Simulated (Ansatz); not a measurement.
`O[SiH](O)C#[C][GeH3]` + `FC(F)(F)O[SiH3]` → `FC(F)(F)[O][GeH3]` + `O[SiH](O)C#C[SiH3]`  (redistribution)

Computed with Ansatz on PBE0-D4/def2-TZVP structures; ΔE is electronic, products minus reactants. CBS: MP2 limit from def2 TZ/QZ plus the TZ coupled-cluster correction, frozen cores. DFT in def2-TZVPP. For Ge outer-core shells are correlated without core-valence functions, which leaves a few kJ/mol of doubt a bond. Scalar relativity is left out up to krypton. Each species was taken in one conformer, which may not be the lowest.

`O[SiH](O)C#[C][GeH3]`:

Cartesian coordinates in Å:
```
O 1.320 0.340 2.545
Si -0.142 -0.191 2.028
O -0.367 -1.758 2.420
C -0.200 0.066 0.214
C -0.230 0.252 -0.986
Ge -0.303 0.537 -2.866
H 1.865 0.800 1.906
H -1.241 0.528 2.693
H 0.258 -2.402 2.084
H -1.773 0.606 -3.291
H 0.411 1.855 -3.185
H 0.403 -0.633 -3.561
```

`FC(F)(F)O[SiH3]`:

Cartesian coordinates in Å:
```
F 0.721 -0.288 1.939
C 0.751 -0.825 0.715
F 1.800 -0.279 0.076
F 0.986 -2.124 0.847
O -0.389 -0.632 0.060
Si -0.857 0.764 -0.746
H -0.118 0.871 -2.023
H -0.593 1.943 0.110
H -2.302 0.570 -0.978
```

`FC(F)(F)[O][GeH3]`:

Cartesian coordinates in Å:
```
F 1.067 2.210 0.670
C 0.653 1.166 -0.040
F -0.359 1.587 -0.831
F 1.654 0.822 -0.870
O 0.294 0.180 0.760
Ge -0.668 -1.244 0.162
H -2.128 -0.796 0.076
H -0.092 -1.658 -1.194
H -0.421 -2.268 1.267
```

`O[SiH](O)C#C[SiH3]`:

```xyz
12

O     2.383   -1.428   -0.869
Si    0.808   -1.348   -1.298
O    -0.031   -2.729   -1.056
C     0.022   -0.009   -0.321
C    -0.492    0.869    0.344
Si   -1.272    2.196    1.327
H     2.623   -1.188    0.026
H     0.770   -1.095   -2.745
H    -0.373   -2.911   -0.180
H    -1.991    1.589    2.474
H    -2.226    2.939    0.471
H    -0.220    3.115    1.827
```

(1) Is it downhill or uphill in electronic energy at CCSD(T)/CBS, and by how much? (Best estimate.)

(2) What do these levels give: PBE0-D4, PBE, r2SCAN, CCSD(T)/def2-TZVPP, HF/def2-QZVPP, MP2/CBS(def2)? (Estimate.)

Largest T1 diagnostic among the species: 0.013.

Results:

(1) Ansatz gave: Uphill: ΔE = +0.36 eV.

(2) Ansatz gave: PBE0-D4 0.30, PBE 0.25, r2SCAN 0.29, CCSD(T)/def2-TZVPP 0.35, HF/def2-QZVPP 0.37, MP2/CBS(def2) 0.37 eV.

From PBE to PBE0 (25 % exact exchange), in def2-TZVPP and without D4, ΔE moves by +0.05 eV.
